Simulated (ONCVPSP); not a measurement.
## An all-electron radial function and its pseudo partner (carbon)

Columns: radius, all-electron u(r) and pseudo u(r) of the 2p shell (level -17.01 eV) of carbon in the configuration [He] 2s2 2p1; PBE, non-relativistic, ONCV scheme, ONCVPSP 4.0.1.

| r (bohr) | all-electron | pseudo |
| --- | --- | --- |
| 0.130 | 0.0857 | 0.0269 |
| 0.260 | 0.2448 | 0.1038 |
| 0.390 | 0.4044 | 0.2199 |
| 0.520 | 0.5386 | 0.3591 |
| 0.650 | 0.6408 | 0.5033 |
| 0.780 | 0.7138 | 0.6350 |
| 0.910 | 0.7591 | 0.7405 |
| 1.040 | 0.7800 | 0.8113 |
| 1.170 | 0.7810 | 0.8453 |
| 1.300 | 0.7664 | 0.8452 |
| 1.430 | 0.7403 | 0.8175 |
| 1.560 | 0.7062 | 0.7707 |
| 1.690 | 0.6667 | 0.7135 |
| 1.820 | 0.6241 | 0.6531 |
| 1.950 | 0.5802 | 0.5950 |
| 2.080 | 0.5363 | 0.5421 |
| 2.210 | 0.4933 | 0.4947 |
| 2.340 | 0.4519 | 0.4520 |
| 2.470 | 0.4125 | 0.4125 |
| 2.600 | 0.3754 | 0.3754 |
| 2.730 | 0.3407 | 0.3407 |
| 2.860 | 0.3085 | 0.3085 |
| 2.990 | 0.2787 | 0.2787 |
| 3.120 | 0.2513 | 0.2513 |
| 3.250 | 0.2261 | 0.2261 |
| 3.380 | 0.2031 | 0.2031 |

How many radial nodes do the two functions have?

The all-electron 2p function has n − l − 1 = 0; the pseudo-wave has 0.

At about which radius was the pseudo-wave matched?

2.50 bohr. The columns agree to 0.0005 from 2.34 bohr on; several derivatives are matched, so the curves merge somewhat inside the radius.

Is the pseudo-wave norm-conserving?

Yes: the ONCV scheme keeps the norm inside the radius equal to the all-electron one, which fixes the energy derivative of the logarithmic derivative at the level.
